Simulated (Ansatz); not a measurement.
```yaml
crystal:
  periodic: [false, false, false]
  atoms:
    - {symbol: As, position_ang: [-1.077278, -0.610188, 1.328562]}
    - {symbol: As, position_ang: [0.548363, -1.719895, -0.066892]}
    - {symbol: As, position_ang: [0.288428, 1.757702, -1.031010]}
    - {symbol: S, position_ang: [0.651674, -0.252521, -1.911475]}
    - {symbol: S, position_ang: [1.162928, -0.481086, 1.635527]}
    - {symbol: S, position_ang: [-1.590022, 1.318799, 0.119112]}
basis:
  gaussian: {orbitals: cc-pVDZ}
total_charge: -1
hamiltonian: {xc: {name: wB97}, pseudopotentials: {relativity: none}}
scf: {omitted_lower_state_checks: [starts]}
```

```sh
$ ansatz run in.yaml --threads 4 --pin off --events-out ev --progress --plain --max-ram 4787MiB
```

Shortened log:

```
Functional definition: wB97
1563 factors; integrals over basis functions are off by at most 1.0e-3 eV
441 factors; integrals over basis functions are off by at most 6.7e-6 eV
mean field evaluation 1: about -215040.7788 eV, gradient 2.9e1 eV
mean field evaluation 2: about -215041.4724 eV, gradient 2.8e1 eV
mean field evaluation 4: about -215043.7747 eV, gradient 1.4e0 eV
mean field evaluation 8: about -215043.7874 eV, gradient 7.1e-2 eV
mean field evaluation 16: about -215043.7874 eV, gradient 2.9e-4 eV
mean field -215043.78742860 eV, -7902.7134260867 hartree, gradient 2.7e-5 eV, S^2 0.000000; 0 other end points of the search recorded, 0 dependent functions left out
reference -215043.78742014 eV, -7902.7134257758 hartree; 74, 74 occupied and 61, 61 virtual orbitals, 1563 factors
Total energy: -215043.78742014 eV, -7902.7134257758 hartree
Checks for a lower state left out: starts
```

It took 11 s on 4 threads of Arm Neoverse V1 on a shared host.

The highest occupied level of an anion often lies above zero with these methods, and sets without diffuse functions describe the outer electron poorly.
